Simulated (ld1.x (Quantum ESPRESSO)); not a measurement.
**LDA (PZ) ultrasoft dataset for B, scalar-relativistic all-electron reference.**

Input for ld1.x (Quantum ESPRESSO) 7.5:

```
&input
   title='B', zed=5., rel=1, dft='PZ', iswitch=3,
   config='[He] 2s2 2p1 3d-2',
   nld=3, rlderiv=3.80, eminld=-3.0, emaxld=5.0, deld=0.02
 /
 &inputp
   pseudotype=3, tm=.true., lloc=-2, rcloc=1.90,
   nlcc=.true., new_core_ps=.true., rcore=1.20,
   file_pseudopw='B.UPF', file_wfcaegen='ae.wfc', file_wfcncgen='nc.wfc', file_beta='beta', file_chi='chi', file_wfcusgen='us.wfc'
 /
6
2S  1  0   2.00   0.00  1.40  1.60  0.0
2S  1  0   0.00   0.20  1.40  1.60  0.0
2P  2  1   1.00   0.00  2.85  3.40  0.0
2P  2  1   0.00   3.20  2.85  3.40  0.0
3D  3  2  -2.00   0.05  2.65  3.50  0.0
3D  3  2  -2.00   0.85  2.65  3.50  0.0
 &test
   configts(1)='2s2 2p1'
 /
```

Command:

```bash
ld1.x < B.in > B.out
```

Output (shortened: banner, matrices, multipoles, cross overlaps and the repeated all-electron block are left out):

```
Program LD1 v.7.5
     --------------------------- All-electron run ----------------------------

     B
     scalar relativistic calculation

     atomic number is  5.00
     dft =PZ   lsd =0 sic =0 latt =0  beta=0.20 tr2=1.0E-14
     Exchange-correlation= PZ
                           (   1   1   0   0   0   0   0)
     mesh =1059 r(mesh) = 101.04461 a.u. xmin = -7.00 dx = 0.01250
     1 Ry =  13.60569312 eV, c = 137.03599908

     n l     nl                  e(Ry)          e(Ha)          e(eV)
     1 0     1S 1( 2.00)       -13.1316        -6.5658      -178.6638
     2 0     2S 1( 2.00)        -0.6901        -0.3451        -9.3898
     2 1     2P 1( 1.00)        -0.2734        -0.1367        -3.7204

     final scf error:  2.8E-15 reached in  32 iterations

     Etot =     -48.701118 Ry,     -24.350559 Ha,    -662.612468 eV

     Ekin =      48.362292 Ry,      24.181146 Ha,     658.002502 eV
     Encl =    -113.027233 Ry,     -56.513616 Ha,   -1537.813844 eV
     Eh   =      23.011419 Ry,      11.505709 Ha,     313.086301 eV
     Exc  =      -7.047596 Ry,      -3.523798 Ha,     -95.887428 eV

     normalization and overlap integrals

     s(1S/1S) =  1.000000  <r> =   0.3322  <r2> =    0.1500  r(max) =   0.2129
     s(2S/2S) =  1.000000  <r> =   1.9653  <r2> =    4.6702  r(max) =   1.5152
     s(2P/2P) =  1.000000  <r> =   2.2891  <r2> =    6.8012  r(max) =   1.5536

     ------------------------ End of All-electron run ------------------------

     --------------------- Generating US pseudopotential ---------------------

      Generating local potential from pseudized AE potential:
      Matching radius rcloc =   1.9000
      Enforcing V''(0)=0 (lloc=-2)

      Local pseudo, rcloc= 1.898 Estimated cut-off energy=     8.42 Ry

      Computing core charge for nlcc:

       r > 1.21 : true rho core
      Core charge pseudized with two Bessel functions
      Integrated core pseudo-charge :   0.17

      Wfc   2S  rcut= 1.406  Using Troullier-Martins method
      Wfc-us  2S rcutus= 1.593  Estimated cut-off energy=    17.69 Ry

      Wfc   2S  rcut= 1.406  Using Troullier-Martins method
      Wfc-us  2S rcutus= 1.593  Estimated cut-off energy=    19.54 Ry

      Wfc   2P  rcut= 2.831  Using Troullier-Martins method
      Wfc-us  2P rcutus= 3.372  Estimated cut-off energy=     7.06 Ry

      Wfc   2P  rcut= 2.831  Using Troullier-Martins method
      Wfc-us  2P rcutus= 3.372  Estimated cut-off energy=    12.08 Ry

      Wfc   3D  rcut= 2.626  Using Troullier-Martins method
      Wfc-us  3D rcutus= 3.458  Estimated cut-off energy=     8.58 Ry

      Wfc   3D  rcut= 2.626  Using Troullier-Martins method
      Wfc-us  3D rcutus= 3.458  Estimated cut-off energy=     9.72 Ry

     ------------------- End of pseudopotential generation -------------------

     Computing logarithmic derivative in   3.79746
     Computing logarithmic derivative in   3.79746
     Computing the partial wave expansion
     R is outside the sphere for l=    0 j= 0.00
     R is outside the sphere for l=    0 j= 0.00
     R is outside the sphere for l=    1 j= 0.00
     R is outside the sphere for l=    1 j= 0.00
     R is outside the sphere for l=    2 j= 0.00
     R is outside the sphere for l=    2 j= 0.00

     ---------------------- Testing the pseudopotential ----------------------

     B
     scalar relativistic calculation

     atomic number is  5.00   valence charge is  3.00
     dft =PZ   lsd =0 sic =0 latt =0  beta=0.20 tr2=1.0E-14
     mesh =1059 r(mesh) = 101.04461 xmin = -7.00 dx = 0.01250

     n l     nl             e AE (Ry)        e PS (Ry)    De AE-PS (Ry)
     1 0     2S   1( 2.00)       -0.69014       -0.69014        0.00000
     2 1     2P   1( 1.00)       -0.27344       -0.27344        0.00000

     eps = 5.2E-16  iter =  3

     Etot =     -48.701118 Ry,     -24.350559 Ha,    -662.612468 eV
     Etotps =    -5.270912 Ry,      -2.635456 Ha,     -71.714405 eV

     Ekin =       1.714807 Ry,       0.857404 Ha,      23.331142 eV
     Encl =      -9.600219 Ry,      -4.800110 Ha,    -130.617635 eV
     Ehrt =       3.957303 Ry,       1.978651 Ha,      53.841846 eV
     Ecxc =      -1.719309 Ry,      -0.859655 Ha,     -23.392395 eV
     (Ecc =      -0.105371 Ry,      -0.052686 Ha,      -1.433647 eV)
     Epseu=       0.376507 Ry,       0.188253 Ha,       5.122637 eV

     ---------------------- End of pseudopotential test ----------------------
```

Generation and configuration tests took about 0.9 s on one core of a shared server CPU.
